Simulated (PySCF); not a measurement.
Me2SiClSBu, C6H15ClSSi.
Numbering: `[CH3:1][CH2:2][CH2:3][CH2:4][S:5][Si:6]([CH3:7])([CH3:8])[Cl:9]` (hydrogens: H10, H11, H12 on C1; H13, H14 on C2; H15, H16 on C3; H17, H18 on C4; H19, H20, H21 on C7; H22, H23, H24 on C8)

The same species was optimised twice, with GFN2-xTB and with PBE0-D3(BJ)/def2-SVP (PySCF), and the same property calculations (PySCF, gas phase) were run on both structures.

| coordinate | GFN2-xTB | PBE0-D3(BJ)/def2-SVP | change |
| --- | --- | --- | --- |
| Si6–Cl9 (Å) | 2.043 | 2.093 | +0.050 |
| Si6–C8 (Å) | 1.905 | 1.868 | -0.037 |
| Si6–C7 (Å) | 1.897 | 1.863 | -0.034 |
| S5–Si6 (Å) | 2.166 | 2.140 | -0.026 |
| C2–C3 (Å) | 1.528 | 1.524 | -0.004 |
| C4–S5 (Å) | 1.830 | 1.834 | +0.004 |
| C1–C2 (Å) | 1.524 | 1.520 | -0.004 |
| C3–C4 (Å) | 1.520 | 1.521 | +0.001 |
| S5–Si6–C8 (°) | 111.2 | 114.9 | +3.7 |
| C3–C4–S5 (°) | 113.8 | 116.1 | +2.3 |
| C2–C3–C4 (°) | 113.9 | 115.8 | +1.9 |
| C8–Si6–Cl9 (°) | 108.3 | 106.7 | -1.6 |
| S5–Si6–Cl9 (°) | 109.5 | 108.1 | -1.4 |
| C1–C2–C3 (°) | 112.9 | 114.2 | +1.3 |
| C7–Si6–C8 (°) | 112.0 | 111.3 | -0.7 |
| S5–Si6–C7 (°) | 106.5 | 106.3 | -0.2 |
| C1–C2–C3–C4 (°) | 70 | 58 | -12 |
| C2–C3–C4–S5 (°) | 58 | 52 | -6 |
| C3–C4–S5–Si6 (°) | 69 | 64 | -5 |
| C4–S5–Si6–C7 (°) | 147 | 156 | +9 |

Rotational constants: A = 1520, B = 552.2, C = 522.8 MHz (GFN2-xTB) against A = 1465, B = 580.4, C = 550.6 MHz (PBE0-D3(BJ)/def2-SVP). Point groups within 0.08 Å: C1 and C1.

On the GFN2-xTB structure: HOMO (eV) -6.83 [PBE0/pcSseg-1]; LUMO (eV) 0.28 [PBE0/pcSseg-1]; dipole (D) 1.18 [PBE0/pcSseg-1]; GIAO shielding of C1 (ppm) 173.4 [PBE0/pcSseg-1]; GIAO shielding of C2 (ppm) 166.7 [PBE0/pcSseg-1]; GIAO shielding of C3 (ppm) 151.0 [PBE0/pcSseg-1]; GIAO shielding of C4 (ppm) 154.3 [PBE0/pcSseg-1]; GIAO shielding of S5 (ppm) 626.5 [PBE0/pcSseg-1]; GIAO shielding of Si6 (ppm) 307.8 [PBE0/pcSseg-1]; GIAO shielding of C7/C8 (mean) (ppm) 177.4 [PBE0/pcSseg-1]; GIAO shielding of Cl9 (ppm) 931.4 [PBE0/pcSseg-1].

Problem. What do these properties become on the PBE0-D3(BJ)/def2-SVP structure?

Solution. 
```json
{"property": "HOMO (eV)", "level": "PBE0/pcSseg-1", "on GFN2-xTB": "-6.83", "on PBE0-D3(BJ)/def2-SVP": "-6.95", "change": "-0.12"}
{"property": "LUMO (eV)", "level": "PBE0/pcSseg-1", "on GFN2-xTB": "0.28", "on PBE0-D3(BJ)/def2-SVP": "0.27", "change": "-0.01"}
{"property": "dipole (D)", "level": "PBE0/pcSseg-1", "on GFN2-xTB": "1.18", "on PBE0-D3(BJ)/def2-SVP": "1.63", "change": "+0.45"}
{"property": "energy, GFN2-xTB geometry as zero (kcal/mol)", "level": "PBE0/pcSseg-1", "on GFN2-xTB": "0.0", "on PBE0-D3(BJ)/def2-SVP": "-2.3", "change": "-2.3"}
{"property": "GIAO shielding of C1 (ppm)", "level": "PBE0/pcSseg-1", "on GFN2-xTB": "173.4", "on PBE0-D3(BJ)/def2-SVP": "172.2", "change": "-1.2"}
{"property": "GIAO shielding of C2 (ppm)", "level": "PBE0/pcSseg-1", "on GFN2-xTB": "166.7", "on PBE0-D3(BJ)/def2-SVP": "165.0", "change": "-1.7"}
{"property": "GIAO shielding of C3 (ppm)", "level": "PBE0/pcSseg-1", "on GFN2-xTB": "151.0", "on PBE0-D3(BJ)/def2-SVP": "153.1", "change": "+2.1"}
{"property": "GIAO shielding of C4 (ppm)", "level": "PBE0/pcSseg-1", "on GFN2-xTB": "154.3", "on PBE0-D3(BJ)/def2-SVP": "153.3", "change": "-1.0"}
{"property": "GIAO shielding of S5 (ppm)", "level": "PBE0/pcSseg-1", "on GFN2-xTB": "626.5", "on PBE0-D3(BJ)/def2-SVP": "632.6", "change": "+6.1"}
{"property": "GIAO shielding of Si6 (ppm)", "level": "PBE0/pcSseg-1", "on GFN2-xTB": "307.8", "on PBE0-D3(BJ)/def2-SVP": "303.1", "change": "-4.7"}
{"property": "GIAO shielding of C7/C8 (mean) (ppm)", "level": "PBE0/pcSseg-1", "on GFN2-xTB": "177.4", "on PBE0-D3(BJ)/def2-SVP": "176.7", "change": "-0.7"}
{"property": "GIAO shielding of Cl9 (ppm)", "level": "PBE0/pcSseg-1", "on GFN2-xTB": "931.4", "on PBE0-D3(BJ)/def2-SVP": "917.3", "change": "-14.1"}
```

The heavy atoms differ by 0.206 Å rms after alignment. Among bonds between heavy atoms Si6–Cl9 changes most (+0.050 Å). Changes are differences of the printed values. Neither structure is proved a minimum here.

Shape of the structure used: `[CH3:1][CH2:2][CH2:3][CH2:4][S:5][Si:6]([CH3:7])([CH3:8])[Cl:9]`: C1–C2–C3–C4 58°, C2–C3–C4–S5 52°, C3–C4–S5–Si6 64°, C4–S5–Si6–C7 156°.
